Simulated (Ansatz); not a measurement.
System: C$_{3}$H$_{12}$OSi$_{2}$, net charge 0, singlet state. 
Geometry from a B3LYP-D3(BJ)/def2-TZVP (Ansatz, an electronic-structure program) optimisation:
SMILES: C[SiH](C)OC[SiH3]
```xyz
18

C     -2.3224    -0.0001     1.5634
Si    -1.3505    -0.5096     0.0591
C     -2.1106     0.1429    -1.5208
O      0.1809     0.0879     0.2709
C      1.2540    -0.1861    -0.6299
Si     2.8534     0.4702     0.1367
H     -3.3431    -0.3862     1.5142
H     -1.8591    -0.3814     2.4748
H     -2.3753     1.0879     1.6397
H     -1.2652    -1.9939    -0.0387
H     -1.5249    -0.1432    -2.3970
H     -3.1185    -0.2577    -1.6550
H     -2.1809     1.2328    -1.5013
H      1.3413    -1.2641    -0.8184
H      1.0778     0.2914    -1.6018
H      2.7417     1.9289     0.3639
H      3.1106    -0.2109     1.4259
H      3.9821     0.2051    -0.7909
```

Wanted: atomisation energy (electronic, to ground-state atoms); the coupled-cluster value holds the core correlation from cc-pwCVTZ, in kcal/mol. Cores are frozen in the correlated levels unless marked. Open shells are spin-unrestricted. No spin-orbit coupling. No relativistic terms. CBS(X,Y): correlation extrapolated as X^-3; Hartree-Fock from the larger set.

Level to compare with: CCSD(T)/CBS(cc-pV(T+d)Z,cc-pV(Q+d)Z) plus the core term (Ansatz), 1567.4 kcal/mol. It is a level with limits of its own, and the differences hold the functionals' basis error too.

Task: Rank these functionals by how close they come to CCSD(T)/CBS(cc-pV(T+d)Z,cc-pV(Q+d)Z), closest first: B3LYP/def2-TZVPD (Ansatz); r2SCANh/def2-TZVPD (Ansatz); LC-wPBE/def2-TZVPD (Ansatz); r2SCAN/def2-TZVPD (Ansatz).

Result: r2SCAN/def2-TZVPD (meta-GGA, 1558.9 kcal/mol, difference -8.5), r2SCANh/def2-TZVPD (hybrid meta-GGA, 1552.9 kcal/mol, difference -14.5), LC-wPBE/def2-TZVPD (range-separated hybrid, 1550.6 kcal/mol, difference -16.8), B3LYP/def2-TZVPD (global hybrid, 1545.6 kcal/mol, difference -21.8)
